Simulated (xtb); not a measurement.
C8H9 (SMILES [CH2]c1ccc(C)cc1), doublet, geometry from GFN2-xTB. Base run: GFN2-xTB in xtb 6.7.1.

Geometry (Å):
```xyz
17

C     -2.8694     0.0423     0.0406
C     -1.4925     0.0206     0.0208
C     -0.7696    -1.1067    -0.4612
C      0.6007    -1.1187    -0.4756
C      1.3405    -0.0258    -0.0177
C      2.8352    -0.0324    -0.0411
C      0.6472     1.0926     0.4592
C     -0.7209     1.1252     0.4821
H     -3.4455    -0.7952    -0.3093
H     -3.4086     0.8974     0.4063
H     -1.3264    -1.9609    -0.8182
H      1.1244    -1.9890    -0.8469
H      3.2186    -1.0158    -0.3020
H      3.2352     0.2548     0.9309
H      3.2046     0.6868    -0.7736
H      1.2117     1.9435     0.8154
H     -1.2406     1.9961     0.8543
```
Charge 0, spin multiplicity 2.
All else is at xtb's defaults.
Base energy -21.64860 Eh.

Variants of this job, named by their change:

```tsv
change	ΔE vs base (mEh)	dipole (D)	G_solv (kcal/mol)	SCF cycles
base	0.000	0.85	-	10
acc = 0.1	0.000	0.85	-	13
etemp = 10000	-44.897	1.30	-	11
etemp = 5000	-4.589	0.96	-	11
gbsa = toluene	-9.077	1.07	-5.73	10
acc = 0.0001	0.000	0.85	-	18
alpb = cs2	-9.959	0.95	-6.26	10
alpb = chcl3	-9.282	1.06	-5.88	10
etemp = 1000	0.000	0.85	-	10
```

ALPB and GBSA are two models with their own fitted parameters for each solvent, which aren't always the measured dielectric constant.
